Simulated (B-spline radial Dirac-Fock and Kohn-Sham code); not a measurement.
## X-ray scattering factor of Ce¹⁵⁺

System: Ce¹⁵⁺, [Kr] 4d7.

The computed values come from a radial atomic solver: configuration-average Dirac-Fock orbitals. f₀ is the Fourier transform of the spherical electron density, S the Waller-Hartree incoherent function, and s = sin θ/λ. The electron scattering factor follows from the Mott-Bethe formula f_e = 0.023934 Å⁻¹·(Z − f₀)/s².

| s (Å⁻¹) | f₀ | S | f_e (Å) |
| --- | --- | --- | --- |
| 0 | 43.000 | 0.000 | – |
| 0.05 | 42.835 | 0.145 | 145.187 |
| 0.1 | 42.345 | 0.571 | 37.468 |
| 0.15 | 41.553 | 1.248 | 17.495 |
| 0.2 | 40.488 | 2.132 | 10.478 |
| 0.25 | 39.194 | 3.173 | 7.202 |
| 0.3 | 37.717 | 4.318 | 5.394 |
| 0.35 | 36.108 | 5.520 | 4.277 |
| 0.4 | 34.419 | 6.740 | 3.527 |
| 0.45 | 32.698 | 7.950 | 2.990 |
| 0.5 | 30.988 | 9.133 | 2.586 |
| 0.6 | 27.740 | 11.385 | 2.012 |
| 0.7 | 24.874 | 13.477 | 1.618 |
| 0.8 | 22.468 | 15.422 | 1.329 |
| 0.9 | 20.510 | 17.224 | 1.108 |
| 1 | 18.928 | 18.877 | 0.935 |
| 1.1 | 17.629 | 20.375 | 0.799 |
| 1.2 | 16.522 | 21.720 | 0.689 |
| 1.4 | 14.618 | 24.007 | 0.530 |
| 1.6 | 12.890 | 25.888 | 0.422 |
| 1.8 | 11.271 | 27.497 | 0.345 |
| 2 | 9.809 | 28.913 | 0.288 |
| 2.5 | 7.120 | 31.807 | 0.195 |
| 3 | 5.684 | 33.993 | 0.139 |
| 3.5 | 4.911 | 35.675 | 0.104 |
| 4 | 4.355 | 36.996 | 0.080 |
| 5 | 3.350 | 38.872 | 0.052 |
| 6 | 2.505 | 40.039 | 0.037 |

f₀ starts at the number of electrons, 43, and has fallen to half at s ≈ 0.85 Å⁻¹. The sum of ⟨r²⟩ over the electrons is 9.006 bohr². For an ion f_e diverges as s goes to zero, because of the net charge.
